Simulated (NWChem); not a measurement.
# CHO$_{2}$, doublet; SMILES O=[C]O

```xyz
4

O     -0.1755     1.1417     0.0000
C      0.4189     0.1031     0.0000
O     -0.0217    -1.1470     0.0000
H     -1.0149    -1.1369     0.0000
```
Atoms are numbered in this order, from 1.

Level: PBE-D3(BJ)/def2-SVP, spin-unrestricted (NWChem), optimised geometry, unscaled harmonic frequencies. In the optimisation the excess spin sits in a' (Cs, its own frame).

Task: List the harmonic frequencies with IR intensities, and the thermochemistry.

Result: 
| frequency (cm⁻¹) | IR intensity (km/mol) |
|---|---|
| 580 | 30.3 |
| 613 | 97.1 |
| 1074 | 112.0 |
| 1256 | 0.8 |
| 1860 | 274.4 |
| 3396 | 10.9 |

- zero-point energy: 12.5 kcal/mol
- thermal correction to the enthalpy at 298.15 K (with zero-point energy): 15.1 kcal/mol
- heat capacity Cv: 8.5 cal/(mol K)
- entropy at 298.15 K and 1 atm (symmetry number 1, electronic part: spin degeneracy alone): 60.1 cal/(mol K)
- dipole moment: 2.07 D

Rigid rotor and harmonic oscillator.
